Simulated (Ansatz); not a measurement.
Mulliken charges of `F[SiH](F)N[SiH](Cl)Cl` from PBE/def2-TZVPP in Ansatz (PBE0-D4/def2-TZVP geometry).

| atom | x (Å) | y (Å) | z (Å) | charge (e) |
| --- | --- | --- | --- | --- |
| F1 | -1.423 | -2.331 | 0.666 | -0.264 |
| Si2 | -1.017 | -1.136 | -0.295 | 0.659 |
| F3 | -0.453 | -1.773 | -1.630 | -0.259 |
| N4 | 0.194 | -0.268 | 0.540 | -0.264 |
| Si5 | 1.016 | 1.163 | 0.106 | 0.488 |
| Cl6 | 0.808 | 2.581 | 1.560 | -0.192 |
| Cl7 | 0.168 | 1.808 | -1.633 | -0.186 |
| H8 | -2.208 | -0.356 | -0.644 | -0.076 |
| H9 | 0.454 | -0.673 | 1.431 | 0.145 |
| H10 | 2.462 | 0.983 | -0.101 | -0.051 |

Q: By hand: the dipole of these point charges (1 e Å = 4.8032 D).

A: Σ q r = (0.189, 0.012, 0.227) e Å, of length 0.296 e Å = 1.42 D.

Q: How does the dipole of the full density compare? (Estimate.)

A: Ansatz gave: (0.133, 0.036, 0.228) e Å, 1.28 D; the point charges give 1.11 times that, at 11° from its direction.

Point charges leave out the atoms' own dipoles, such as those of lone pairs, and Mulliken's split depends on the basis, so the close match here is no proof of good charges.
